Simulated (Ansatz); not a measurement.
`BN(C)[SiH2]N` + `[OH][GaH2]` → `B[O][GaH2]` + `CN[SiH2]N`  (ligand exchange at a B–N bond)

Computed with Ansatz on PBE0-D4/def2-TZVP structures; ΔE is electronic, products minus reactants. CCSD(T)/CBS adds triple-zeta CCSD(T) − MP2 to the extrapolated MP2 energy (def2 sets, frozen cores). Functionals use def2-TZVPP. B3LYP here is the variant with VWN-RPA as its local correlation; programs differ in this. For Ga outer-core shells are correlated without core-valence functions, which leaves a few kJ/mol of doubt a bond. Scalar relativity is left out up to krypton. Each species was taken in one conformer, which may not be the lowest.

(1) Is it downhill or uphill in electronic energy at CCSD(T)/CBS, and by how much? (Estimate.)

(2) What do these levels give: PBE-D4, B3LYP-D4, B2PLYP, PBE0, B3LYP, MP2/def2-TZVPP, CCSD/def2-TZVPP, CCSD(T)/def2-TZVPP, MP2/def2-QZVPP, SCS-MP2/def2-QZVPP, MP2/CBS(def2), CCSD/CBS(def2)? (Best estimate.)

Largest T1 diagnostic among the species: 0.016.

## Answers

(1) The calculation gave: Uphill: ΔE = +10.9 kJ/mol.

(2) Computed: PBE-D4 14.5, B3LYP-D4 4.7, B2PLYP 3.7, PBE0 6.6, B3LYP -1.0, MP2/def2-TZVPP 12.3, CCSD/def2-TZVPP 5.5, CCSD(T)/def2-TZVPP 10.1, MP2/def2-QZVPP 12.5, SCS-MP2/def2-QZVPP 6.7, MP2/CBS(def2) 13.1, CCSD/CBS(def2) 6.3 kJ/mol.

From PBE to PBE0 (25 % exact exchange), in def2-TZVPP and without D4, ΔE moves by −4.2 kJ/mol. The D4 term adds +5.7 kJ/mol with B3LYP and +3.1 kJ/mol with PBE0; it sums over pairs of atoms, weighted by their polarisabilities, and B3LYP, whose exchange is more repulsive, gets the larger term.
